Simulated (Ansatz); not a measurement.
Spin states of F2OW (SMILES [O]=[W]([F])[F]), each relaxed at B3LYP-D3(BJ)/def2-TZVP; lowest solutions found, singlets restricted, no spin–orbit coupling, no relativity up to Kr.
Multiplicity 1 (charge 0, multiplicity 1):
| atom | x (Å) | y (Å) | z (Å) |
|---|---|---|---|
| W | -0.0674 | 0.0356 | -0.0008 |
| O | 1.4739 | -0.5131 | -0.3861 |
| F | -0.5910 | -0.4141 | 1.7077 |
| F | -0.8734 | 0.9586 | -1.3769 |
Multiplicity 3 (charge 0, multiplicity 3):
| atom | x (Å) | y (Å) | z (Å) |
|---|---|---|---|
| W | 0.0497 | -0.0061 | -0.0300 |
| O | 1.6026 | -0.5576 | -0.4173 |
| F | -0.7209 | -0.3390 | 1.6665 |
| F | -0.9894 | 0.9697 | -1.2753 |

The values were computed with Ansatz (a first-principles code) with Gaussian orbitals. Values without a source in brackets are computed. In def2 rows elements past Kr take small-core potentials, without spin–orbit coupling.

The energy of multiplicity 3 less that of multiplicity 1 (kcal/mol) and the share of exact exchange:

```tsv
functional	exact exchange (%)	value
PBE/def2-TZVPP	0	5.14
PBE0/def2-TZVPP	25	0.86
BLYP/def2-TZVPP	0	8.04
B3LYP/def2-TZVPP	20	5.13
BHLYP/def2-TZVPP	50	0.69
r2SCAN/def2-TZVPP	0	0.48
r2SCANh/def2-TZVPP	10	-0.82
```

Problem. Take the value as linear in the share of exact exchange along PBE and PBE0. Give the slope, say whether the sign turns, and set the other functionals against that line.

Solution. 
Slope: (0.86 − (5.14))/2.5 = -1.71 kcal/mol for each 10 %. The line crosses zero at 30 %, where the sign would turn. At 50 % it gives -3.4 kcal/mol. The LYP pair gives (0.69 − (8.04))/5 = -1.47 for each 10 %. BHLYP, at 50 %, lies 4.1 from the PBE line. B3LYP, at 20 %, lies 3.4 from the PBE line. r2SCAN, with none, stands -4.7 from PBE. The r2SCAN pair gives -1.30 for 10 %.
